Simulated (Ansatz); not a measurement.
Input for Ansatz (an electronic-structure program): U-CCSD(T)/def2-TZVPP on H4Sn (SMILES [SnH4]), a point of a bond scan (R = 4.613 Å). Elements past Kr take the def2 small-core potentials; no spin–orbit coupling. The run froze 9 orbitals, filled d shells among them.

Ansatz 0.2 input:
```yaml
crystal:
  periodic: [false, false, false]
  atoms:
    - {symbol: Sn, position_ang: [-0.00000000, -0.00000000, -0.00000000]}
    - {symbol: H, position_ang: [3.51447449, 1.88986233, -2.31449073]}
    - {symbol: H, position_ang: [0.60242146, -0.85906066, 1.34839436]}
    - {symbol: H, position_ang: [-1.05716935, 1.23097093, 0.53494647]}
    - {symbol: H, position_ang: [-0.84690933, -1.07185928, -1.02612204]}
basis:
  gaussian:
    orbitals: def2-TZVPP
correlation: {method: ccsd_t, electrons: outside_noble_gas}
scf: {omitted_lower_state_checks: [cluster_reference]}
magnetization: {spin_polarized: true, initial_magnetization: 0}
```

It printed:

```
WARN ansatz: RAYON_NUM_THREADS=2 ignored (pool sized by the plan → 2); use --threads N
Functional definition: HF
these checks for a lower state are left out or cut short: cluster_reference
integrals: 0.20 GiB planned
754 factors; integrals over basis functions are off by at most 1.2e-3 eV
mean field: 0.24 GiB planned
mean field evaluation 1: about -5859.2603 eV, gradient 1.3e1 eV
mean field evaluation 2: about -5859.2583 eV, gradient 1.3e1 eV
mean field evaluation 4: about -5861.7065 eV, gradient 3.4e0 eV
mean field evaluation 8: about -5861.8557 eV, gradient 8.2e-2 eV
mean field evaluation 16: about -5861.8557 eV, gradient 2.9e-6 eV
mean field evaluation 32: about -5865.3424 eV, gradient 1.3e0 eV
mean field evaluation 64: about -5859.8316 eV, gradient 1.2e0 eV
mean field -5865.37583595 eV, -215.5485862766 hartree, gradient 1.1e-6 eV, S^2 1.000899; 5 other end points of the search recorded, 0 dependent functions left out
9 core orbitals not correlated
reference -5865.37583595 eV, -215.5485862766 hartree; 4, 4 occupied and 93, 93 virtual orbitals, 754 factors
second order -2.80818249 eV of doubles, -0.00000000 eV of singles
coupled cluster: 0.49 GiB planned
cycle   1  -3.27583716 eV  change   -4.7e-1 eV  update   5.6e-2
cycle   2  -3.47446233 eV  change   -2.0e-1 eV  update   2.2e-2
cycle   3  -3.48134038 eV  change   -6.9e-3 eV  update   5.4e-3
cycle   4  -3.48133542 eV  change    5.0e-6 eV  update   1.7e-3
cycle   5  -3.48088356 eV  change    4.5e-4 eV  update   7.4e-4
cycle   6  -3.48082588 eV  change    5.8e-5 eV  update   4.0e-4
cycle   7  -3.48095948 eV  change   -1.3e-4 eV  update   3.2e-4
cycle   8  -3.48098062 eV  change   -2.1e-5 eV  update   2.9e-4
cycle   9  -3.48092785 eV  change    5.3e-5 eV  update   2.5e-4
cycle  10  -3.48104376 eV  change   -1.2e-4 eV  update   1.6e-4
cycle  11  -3.48105341 eV  change   -9.7e-6 eV  update   7.3e-5
cycle  12  -3.48105947 eV  change   -6.1e-6 eV  update   3.7e-5
cycle  13  -3.48103229 eV  change    2.7e-5 eV  update   1.8e-5
cycle  14  -3.48103302 eV  change   -7.3e-7 eV  update   7.2e-6
coupled cluster: 0.49 GiB planned
perturbative correction -0.07758989 eV, -0.0028513759 hartree
Total energy: -5868.93445886 eV, -215.6793632566 hartree
Checks for a lower state left out: cluster_reference
```

Self-consistency was reached. Its determinant has ⟨S²⟩ = 1.00, a mixture of spin states.

Cost: roughly 15 core-seconds.
